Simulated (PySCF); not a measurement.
Vertical excitation energies

C5H10OSi.
Cartesian coordinates in Å at the GFN2-xTB level; atoms count from 1:
```
atom  x, y, z in Å
C1     2.6342    0.7230   -0.9246
O2     1.5536   -0.1485   -0.7736
Si3    0.4983   -0.2294    0.4603
C4    -0.8578    1.1127    0.5350
C5    -2.1268    0.3364    0.3325
C6    -2.0557   -0.9628    0.1018
C7    -0.7141   -1.6265    0.0477
H8     2.2934    1.7572   -1.0069
H9     3.1655    0.4452   -1.8352
H10    3.3135    0.6474   -0.0728
H11    1.1973   -0.3528    1.7473
H12   -0.7673    1.8718   -0.2462
H13   -0.9045    1.6532    1.4815
H14   -3.0677    0.8675    0.3760
H15   -2.9363   -1.5696   -0.0575
H16   -0.6792   -2.4481    0.7627
H17   -0.5534   -2.0647   -0.9379
```

Computed, not measured: TDDFT wB97X-D/def2-SVPD, vertical, gas phase, core orbitals frozen in the response (PySCF).

```json
{"state": "S1", "E (eV)": "6.93", "λ (nm)": "178.9", "ν̃ (cm⁻¹)": "55900", "f": "0.012", "main configurations (H = HOMO, L = LUMO)": "H→L+1 (62%), H→L+2 (31%)"}
{"state": "S2", "E (eV)": "7.22", "λ (nm)": "171.8", "ν̃ (cm⁻¹)": "58220", "f": "0.147", "main configurations (H = HOMO, L = LUMO)": "H→L+2 (52%), H→L+1 (25%)"}
{"state": "S3", "E (eV)": "7.35", "λ (nm)": "168.8", "ν̃ (cm⁻¹)": "59250", "f": "0.028", "main configurations (H = HOMO, L = LUMO)": "H-1→L (40%), H-1→L+1 (17%)"}
{"state": "S4", "E (eV)": "7.38", "λ (nm)": "167.9", "ν̃ (cm⁻¹)": "59560", "f": "0.0094", "main configurations (H = HOMO, L = LUMO)": "H-1→L+2 (48%), H-1→L+1 (26%)"}
{"state": "S5", "E (eV)": "7.46", "λ (nm)": "166.2", "ν̃ (cm⁻¹)": "60160", "f": "0.012", "main configurations (H = HOMO, L = LUMO)": "H→L (51%), H→L+4 (21%), H-1→L (10%)"}
{"state": "S6", "E (eV)": "7.92", "λ (nm)": "156.5", "ν̃ (cm⁻¹)": "63890", "f": "0.030", "main configurations (H = HOMO, L = LUMO)": "H-2→L (30%), H-1→L+1 (16%), H-1→L+2 (16%)"}
{"state": "S7", "E (eV)": "7.95", "λ (nm)": "156.0", "ν̃ (cm⁻¹)": "64120", "f": "0.022", "main configurations (H = HOMO, L = LUMO)": "H→L+3 (75%)"}
{"state": "S8", "E (eV)": "8.03", "λ (nm)": "154.5", "ν̃ (cm⁻¹)": "64740", "f": "0.014", "main configurations (H = HOMO, L = LUMO)": "H-2→L (22%), H-1→L (20%), H-1→L+1 (17%)"}
```

Triplets, Tamm–Dancoff:

| state | E (eV) | λ (nm) | main configurations (H = HOMO, L = LUMO) |
| --- | --- | --- | --- |
| T1 | 4.60 | 269.8 | H→L+2 (53%), H→L+1 (34%) |
| T2 | 6.92 | 179.2 | H→L+1 (52%), H→L+2 (37%) |
| T3 | 7.09 | 174.9 | H-1→L (40%), H-1→L+1 (23%), H-1→L+4 (12%) |

The lowest singlet comes at 179 nm (669 kJ/mol) in the vacuum ultraviolet; it is weak; its leading configuration is HOMO→LUMO+1 (62%). The most intense listed level is S2 at 7.22 eV (172 nm, f = 0.147), 0.29 eV above S1. Löwdin shares by element: HOMO carbon 83% or more (atoms not listed hold the other 17%); LUMO silicon 25%, carbon 24% or more, hydrogen 8% or more, oxygen 8% (atoms not listed hold the other 35%). The listed states span 1.10 eV, and the widest gap between neighbours is 0.46 eV (S5 to S6). The oscillator strengths of these states sum to 0.274; summed over the whole spectrum of an exact calculation they would give the number of electrons, 62 (Thomas–Reiche–Kuhn). Of the 8 states listed, 7 reach f = 0.01 and none stays under 0.0005. The window holds the lowest 8 singlets.

One conformer stands for the species.
